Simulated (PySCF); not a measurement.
**`O[Si@@H]1[SiH2][SiH2][SiH2][C@H]1F`, CH9FOSi4**

Geometry (Å), atoms numbered from 1 in this order:
```xyz
16

O    -1.128   -1.417    1.650
Si   -0.789   -1.441    0.050
Si    1.520   -1.273    0.053
Si    1.795    1.058    0.005
Si   -0.412    1.804   -0.089
C    -1.367    0.243   -0.715
F    -1.124    0.164   -2.103
H    -2.014   -1.330    1.990
H    -1.589   -2.485   -0.604
H     2.141   -1.930    1.213
H     2.123   -1.956   -1.102
H     2.605    1.548   -1.122
H     2.485    1.620    1.178
H    -1.026    2.123    1.211
H    -0.776    2.900   -0.993
H    -2.450    0.382   -0.634
```

Method used: PySCF 2.14.0, TDDFT CAM-B3LYP/def2-SVPD circular dichroism and optical rotation, one conformer, gas phase. Geometry: GFN2-xTB.

The molecule is flexible and this is one conformer; a measurement averages over conformers.

Stereocentres: Si2 R, C6 R.

(1) Give the optical rotatory dispersion at 633, 589.3, 546, 436, 405, 365, 355 nm.

(2) And for the mirror image at 589.3 nm?

(3) What is the molar rotation [Φ] = [α]·M/100 of the geometry above at 589.3 nm?

Results:

(1) [α] in deg dm⁻¹ (g/mL)⁻¹:
| λ (nm) | origin-invariant length gauge | modified velocity gauge | length gauge (centre of mass) | isotropic polarisability (au) |
| --- | --- | --- | --- | --- |
| 633 | -33.5 | -28.6 | -32.9 | 129.7 |
| 589.3 | -39.8 | -34.1 | -39.0 | 130.4 |
| 546 | -47.9 | -41.3 | -47.0 | 131.2 |
| 436 | -85.8 | -75.2 | -84.3 | 134.9 |
| 405 | -105.1 | -92.7 | -103.3 | 136.6 |
| 365 | -141.3 | -126.2 | -139.0 | 139.5 |
| 355 | -153.2 | -137.2 | -150.7 | 140.5 |

(2) +39.8 deg dm⁻¹ (g/mL)⁻¹ (origin-invariant length gauge): the same size and the opposite sign.

(3) With M = 168.42 g/mol, -67.0 deg cm² dmol⁻¹ (origin-invariant length gauge).

The first excitation lies at 5.53 eV (224 nm) with R = +4.4 × 10⁻⁴⁰ esu² cm² (velocity form).
